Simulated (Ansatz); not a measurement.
AlH$_{3}$Se (`[AlH2][SeH]`). Total charge 0; spin multiplicity 1. The structure was optimised at the PBE0-D4/def2-TZVP level.

```xyz
5

Al    0.409   -0.434   -0.373
Se   -1.586    0.431    0.419
H     0.297   -1.655   -1.369
H     1.771    0.213    0.099
H    -0.892    1.445    1.224
```

(1) What is the dipole moment at r2SCAN/def2-TZVPP? (Estimate.)

(2) And with PBE, B3LYP, ωB97M-V? (Best estimate.)

(3) Give the Mulliken charges with r2SCAN, PBE, ωB97M-V in def2-TZVPP. (An estimate is asked.)

Answers

(1) Computed: 0.75 D, with components (0.70, 0.22, 0.15) D in this frame, pointing from negative to positive charge.

(2) The calculation gave: PBE 0.65 D, B3LYP 0.73 D, ωB97M-V 0.83 D.

(3) The calculation gave: 
```json
{"atom": "Al1", "r2SCAN": "0.47", "PBE": "0.35", "ωB97M-V": "0.36"}
{"atom": "Se2", "r2SCAN": "-0.22", "PBE": "-0.19", "ωB97M-V": "-0.23"}
{"atom": "H3", "r2SCAN": "-0.16", "PBE": "-0.12", "ωB97M-V": "-0.11"}
{"atom": "H4", "r2SCAN": "-0.16", "PBE": "-0.11", "ωB97M-V": "-0.11"}
{"atom": "H5", "r2SCAN": "0.07", "PBE": "0.07", "ωB97M-V": "0.08"}
```

B3LYP here is the variant with VWN-RPA as its local correlation; programs differ in this.
